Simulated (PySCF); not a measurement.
## Sb⁴¹⁺ (antimony, charge +41) across methods

[Ne], closed-shell 1S. Calculation: PySCF 2.14, in an uncontracted even-tempered set (19 s from 18 bohr⁻², ratio 2.2; 12 p from 23 bohr⁻², ratio 2.2; 6 d from 99 bohr⁻², ratio 2.4; 5 f from 150 bohr⁻², ratio 2.4; 4 g from 220 bohr⁻², ratio 2.4); the spin-free X2C one-electron Hamiltonian (Gaussian nucleus).

```json
{"method": "PBE0", "E (hartree)": "-4919.14", "mean ε 1s (eV)": "-33048.9", "mean ε 2s (eV)": "-7166.9", "mean ε 2p (eV)": "-6725.0", "Σ⟨r²⟩ (bohr²)": "0.1153", "⟨S²⟩": "0.000"}
{"method": "PBE", "E (hartree)": "-4919.02", "mean ε 1s (eV)": "-32952.1", "mean ε 2s (eV)": "-7132.4", "mean ε 2p (eV)": "-6697.0", "Σ⟨r²⟩ (bohr²)": "0.1153", "⟨S²⟩": "0.000"}
{"method": "LDA", "E (hartree)": "-4913.26", "mean ε 1s (eV)": "-32913.5", "mean ε 2s (eV)": "-7125.1", "mean ε 2p (eV)": "-6693.6", "Σ⟨r²⟩ (bohr²)": "0.1154", "⟨S²⟩": "0.000"}
{"method": "M06-2X", "E (hartree)": "-4919.87", "mean ε 1s (eV)": "-33144.7", "mean ε 2s (eV)": "-7193.2", "mean ε 2p (eV)": "-6754.5", "Σ⟨r²⟩ (bohr²)": "0.1152", "⟨S²⟩": "0.000"}
{"method": "UHF", "E (hartree)": "-4919.07682", "mean ε 1s (eV)": "-33338.8", "mean ε 2s (eV)": "-7268.7", "mean ε 2p (eV)": "-6807.2", "Σ⟨r²⟩ (bohr²)": "0.1151", "⟨S²⟩": "0.000"}
{"method": "revPBE", "E (hartree)": "-4919.47", "mean ε 1s (eV)": "-32953.3", "mean ε 2s (eV)": "-7133.0", "mean ε 2p (eV)": "-6697.0", "Σ⟨r²⟩ (bohr²)": "0.1153", "⟨S²⟩": "0.000"}
```

Estimate the same row for r2SCAN.

E (hartree) = -4919.71; mean ε 1s (eV) = -33003.8; mean ε 2s (eV) = -7152.7; mean ε 2p (eV) = -6710.3; Σ⟨r²⟩ (bohr²) = 0.1152; ⟨S²⟩ = 0.000.
